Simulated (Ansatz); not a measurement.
Basis-set extrapolation for Cl₂H₆N₂Si₂ (`N[SiH2][Si](N)(Cl)Cl`) (PBE0-D4/def2-TZVP geometry, frozen core, Ansatz 0.2.0). Multiplicity 1, RHF reference.

|  | def2-TZVPP | def2-QZVPP |
| --- | --- | --- |
| HF | -1609.534473 | -1609.583695 |
| MP2 correlation | -1.044392 | -1.134972 |
| CCSD(T) correlation | -1.156369 | not run |

Energies in hartree. Use E(X) = E(∞) + A·exp(−7.88·√X) for Hartree–Fock and E(X) = E(∞) + B·X^(−2.97) for correlation, with X = 3 and 4, and add CCSD(T) minus MP2 of the smaller set to the MP2 limit.

Problem. What is the CCSD(T) energy at the basis-set limit?

Solution. HF limit: -1609.583695 + (-0.049222) × 0.13774 = -1609.59047. MP2 limit: -1.134972 + (-0.090580) × 0.74074 = -1.20207. Higher-order term: -1.156369 − (-1.044392) = -0.11198. Total: -1610.90452 hartree, 134.1 kcal/mol below CCSD(T)/def2-TZVPP.
